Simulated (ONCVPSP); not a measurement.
**Configuration tests for Li (ONCV)**

```
Element                 : Li
Generator               : ONCVPSP 4.0.1
Type                    : optimised norm-conserving Vanderbilt (ONCV)
Functional              : PW91
Relativity              : scalar-relativistic
Frozen core             : none
Valence charge          : 3
Reference configuration : 1s2 (charge +1)
Partial waves           : 1s: rc 0.55 bohr, ncon 4, nbas 8, qcut 20.1 1/bohr, 1 projector; p scattering state at 0.4 Ha: rc 0.55 bohr, ncon 5, nbas 8, qcut 17.8 1/bohr, 2 projectors, debl 0.7 Ha
Local potential         : polynomial inside 0.40 bohr (lpopt 5, dvloc0 2 Ha)
Core correction         : none
```

Energies are relative to the spin-unpolarised reference configuration 1s2; without spin polarisation the order of configurations can differ from experiment.

Give the all-electron excitation energy and the error of the potential for: 1s2 2s1; 1s2 2s0.5; 1s2 2p1; 1s1 2s1.

```json
{"valence configuration": "1s2 2s1", "charge": "0", "ΔE all-electron (eV)": "-5.347", "error AE − PS (meV)": "-1.3"}
{"valence configuration": "1s2 2s0.5", "charge": "+0.5", "ΔE all-electron (eV)": "-3.292", "error AE − PS (meV)": "-0.9"}
{"valence configuration": "1s2 2p1", "charge": "0", "ΔE all-electron (eV)": "-3.559", "error AE − PS (meV)": "0.0"}
{"valence configuration": "1s1 2s1", "charge": "+1", "ΔE all-electron (eV)": "63.245", "error AE − PS (meV)": "+35"}
```

Note: ghosts flagged at negative energy: s at -58.3 eV; GHOST(+) flags only above 600 eV. A true bound ghost makes a file unfit for plane-wave use.
